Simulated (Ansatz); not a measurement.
C2H6BCl2N (`CN(C)B(Cl)Cl`). Total charge 0; spin multiplicity 1.

```xyz
12

C     0.8487    0.9263   -0.5525
N    -0.1373   -0.0037   -0.0444
C     0.4084   -0.8922    0.9596
B    -1.4574   -0.0395   -0.4720
Cl   -2.6177   -1.2006    0.1866
Cl   -2.0672    1.0734   -1.7038
H     1.2450    1.5409    0.2628
H     1.6862    0.3822   -1.0018
H     0.4116    1.5790   -1.3030
H     0.7971   -0.3148    1.8051
H     1.2359   -1.4744    0.5404
H    -0.3532   -1.5766    1.3229
```

Task: List the harmonic frequencies (cm⁻¹, unscaled) at PBE0-D4/def2-TZVP in Ansatz. (Best estimate.)

Result: Computed: 97, 151, 161, 229, 260, 282, 390, 405, 527, 527, 938, 958, 1085, 1119, 1161, 1178, 1243, 1439, 1448, 1480, 1480, 1491, 1494, 1566, 3028, 3034, 3080, 3085, 3182, 3182.

Task: Is this a minimum?

Result: Yes, all 30 modes are real.

Task: Give the ideal-gas thermochemistry at 298.15 K and 1 bar (rigid rotor, harmonic oscillator; point group C2v, symmetry number 2).

Result: Zero-point energy 237.5 kJ/mol; H(298) − E = 259.7 kJ/mol; entropy 355.6 J/(mol·K), of which translation 169.2, rotation 113.2, vibration 73.2; G(298) − E = 153.7 kJ/mol. Modes under 100 cm⁻¹ are hindered rotations or soft bends, so the harmonic entropy is rough.

Task: Rotational constants (cm⁻¹)?

Result: 0.07908, 0.06993, 0.03764.
